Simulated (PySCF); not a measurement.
# Complete the spectrum of C5H10FNO

Species: C5H10FNO.
SMILES: `CN(C)C(=O)CCF`

Theory: TDDFT CAM-B3LYP/def2-SVPD, vertical, gas phase, core orbitals frozen in the response (PySCF 2.14.0, density-fitted response routines). The structure is a single GFN2-xTB conformer in the gas phase; no vibrational or solvent corrections. Torsions of this conformer, `[CH3:1][N:2]([CH3:3])[C:4](=[O:5])[CH2:6][CH2:7][F:8]`: C1–N2–C4–O5 -3°, N2–C4–C6–C7 -176°, C4–C6–C7–F8 180°.

Orbital energies (eV): HOMO-3 -11.17, HOMO-2 -10.97, HOMO-1 -9.01, HOMO -8.56, LUMO 0.90, LUMO+1 1.67, LUMO+2 1.77.

Lowest singlets, with some entries withheld (?).

```tsv
state	E (eV)	f	main configurations (H = HOMO, L = LUMO)
S1	5.89	0.0006	H-1→L+2 (49%), H-1→L+1 (41%)
S2	6.48	0.029	H→L (93%)
S3	7.09	0.198	H→L+1 (42%), H→L+2 (37%), H-1→L (10%)
S4	7.17	0.061	H-1→L (67%), H-1→L+2 (8%)
S5	?	0.0054	H→L+1 (37%), H→L+2 (31%), H→L+4 (13%)
S6	?	0.0011	H→L+3 (79%), H→L+2 (13%)
S7	?	0.016	H-1→L+1 (45%), H-1→L+2 (22%), H-1→L (14%)
S8	?	0.0061	H→L+5 (82%)
```

Question: Supply the missing values.

Answer: 
- S5: E = 7.63 eV
- S6: E = 7.71 eV
- S7: E = 8.19 eV
- S8: E = 8.25 eV

Question: What is the mean static polarisability from the same response equations?

Answer: 73.1 au (10.83 Å³), with principal values 57.2, 74.5 and 87.5 au.

Question: Where do the lowest triplets lie (Tamm–Dancoff)?

Answer: T1 5.19 eV, H→L+2 (48%), H→L+1 (38%); T2 5.43 eV, H-1→L+2 (49%), H-1→L+1 (40%); T3 6.41 eV, H→L (90%). E(S1) − E(T1) = +0.70 eV.

Question: How far apart are S2 and S8, in eV and cm⁻¹?

Answer: 8.248 − 6.483 = 1.765 eV, or about 14230 cm⁻¹.

Time: 68 s of wall time. Hardware: one thread of an Arm Neoverse V1, shared host.
